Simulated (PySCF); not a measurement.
# Polarisability and C₆ of Dy (dysprosium, neutral)

[Xe] 4f10 6s2, one real determinant. Calculation: PySCF 2.14, in x2c-TZVPPall with one added diffuse shell each of s, p, d, f type (12s8p8d5f2g, 129 functions); the spin-free X2C one-electron Hamiltonian (Gaussian nucleus). Coupled (time-dependent) response in atomic units; α is the mean over directions.

```tsv
method	mean α (bohr³)	α xx, yy, zz	C₆ (like pair)	S(−4)
UHF	208.7	209.1, 209.1, 208.0	3514	20770
```

S(−4) is the Cauchy moment in α(ω) = α(0) + S(−4) ω² + …

Reference α: 163 ± 15 bohr³ (recommended; Schwerdtfeger and Nagle, table of static dipole polarizabilities (2023 update)). Published C₆: 2430 (Gould and Bucko (2016)).

Spin-orbit coupling is absent.

Hartree-Fock lies above the reference because it lacks correlation, which contracts the outer shell.

α(iu) at UHF:

```
u (hartree)  α(iu) (bohr³)
          0          208.7
     0.0500          168.5
      0.100          108.9
      0.200          48.26
      0.300          27.18
      0.500          13.43
      0.750          8.105
       1.00          5.771
       1.50          3.540
       2.00          2.444
       3.00          1.398
       5.00         0.6668
```

A single London oscillator, α(iu) = α/(1 + u²/ω²), gives C₆ = (3/4) ω α². Matching the computed C₆ needs ω = 4 × 3514 / (3 × 208.7²) = 0.108 hartree.

The components differ because the open shell of this determinant is not spherical; for a pure term their mean is the scalar polarisability.

⟨L²⟩ = 34.03 against 42 for a pure I term, so this real determinant mixes terms. Spin-orbit coupling, absent here, splits the open shell strongly.
